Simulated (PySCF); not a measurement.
C3H6F2Si, SMILES F/C=C\[SiH2]CF.

The structure is a stationary point at ωB97X-D3(BJ)/def2-SVP. The structure was generated by enumeration; whether it is a known compound was not checked. The values are those of a single conformer.

All values below come from PBE/def2-TZVP in PySCF.

Isolated molecule, no solvent.

Task: Estimate the frontier levels, gap, dipole moment and polarisability. (Estimate from the structure and the level; the computed values follow.)

Result: 
```json
{
 "highest_occupied_level": "-6.72 eV",
 "lowest_empty_level": "-1.50 eV",
 "orbital_gap": "5.22 eV",
 "dipole_moment": "2.66 D",
 "quadrupole, principal values (traceless, Buckingham form, about the centre of nuclear charge)": "-2.02, -0.22, 2.24 D·Å",
 "mean_static_polarisability": "65.3 bohr³ (9.67 Å³)",
 "polarisability_principal_values": "50.6, 66.7, 78.5 bohr³"
}
```
